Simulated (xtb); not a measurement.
C₃H₅F₃O, SMILES CCOC(F)(F)F. All values are semi-empirical tight-binding results from xtb (GFN2-xTB unless named), good for trends rather than for accurate numbers. Geometry: GFN2-xTB. Other conformers were not sampled.

Estimate the properties. (The exact figures need the calculation; the answer reports its results.)


- point group as xtb finds it = Cs
- orbital gap = 11.33 eV
- dipole moment = 3.55 D
- zero-point energy = 51.6 kcal/mol
- G − E(el) at 298.15 K (modified RRHO) = 31.4 kcal/mol
- static polarisability (D4 model) = 48.9 bohr³
- solvation energy, GFN2-xTB/ALPB(water) = -1.7 kcal/mol
- solvation energy, GFN2-xTB/ALPB(toluene) = -3.7 kcal/mol

Computed IR lines (harmonic; lines under 4 % of the strongest left out, lines within 3 cm⁻¹ merged):
ν (cm⁻¹): 835 (w), 947 (w), 998 (s), 1077 (w), 1088 (m), 1142 (s), 1238 (vs), 3062 (w) (against the strongest line: vs over 80 %, s over 45 %, m over 15 %, w over 4 %, vw less)
